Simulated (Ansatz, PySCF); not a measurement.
VO2Cl, SMILES [O]=[V]([Cl])=[O], multiplicity 1. Atoms are numbered in the order given.

```xyz
4

V      0.3846     0.1656     0.0000
O      1.1442    -0.3204     1.2678
O      1.1442    -0.3204    -1.2678
Cl    -1.7842    -0.0188     0.0000
```
Charge 0, spin multiplicity 1.

Coordinates come from a PBE0-D3(BJ)/def2-SVP optimisation. The multiplicity is an assumed one; other spin states were not compared.

Two levels are set side by side: PBE-D3(BJ)/def2-SVP (Ansatz, a first-principles code) and PBE0-D3(BJ)/def2-SVP (Ansatz). Each level has its own optimised geometry; the coordinates shown are those of the second. Frequencies come from the Hessian of PySCF at each geometry. Differences are taken from unrounded values.

```csv
quantity,PBE0-D3(BJ),PBE-D3(BJ),PBE-D3(BJ) minus PBE0-D3(BJ)
mean bond length (Å),1.763,1.785,0.022
bond V1–O2 (Å),1.556,1.583,0.027
bond V1–O3 (Å),1.556,1.583,0.027
bond V1–Cl4 (Å),2.177,2.188,0.012
highest harmonic wavenumber (cm⁻¹),1152,1073,-80
mean harmonic wavenumber (cm⁻¹),583,552,-30
zero-point energy (kcal/mol),5.00,4.74,-0.26
```

GGA bonds tend to be longer and softer than those of functionals with exact exchange. Differences between two approximate levels are no errors against the true value.
